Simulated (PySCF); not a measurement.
PbI3, SMILES [I][Pb-]([I])[I], charge -1. Geometry optimised at PBE0-D3(BJ)/def2-SVPD. The isomer is the one that the SMILES or the coordinates give; other isomers of the formula were not compared. The def2 effective core potentials stand for the cores of I, Pb; spin–orbit coupling is left out.

Computed equilibrium geometry at PBE0-D3(BJ)/def2-SVPD (PySCF confirms it by a frequency run) as a Z-matrix:
```
Pb
I 1 2.9583
I 1 2.9583 2 100.95
I 1 2.9583 2 100.95 3 103.57
```
Charge -1, spin multiplicity 1.
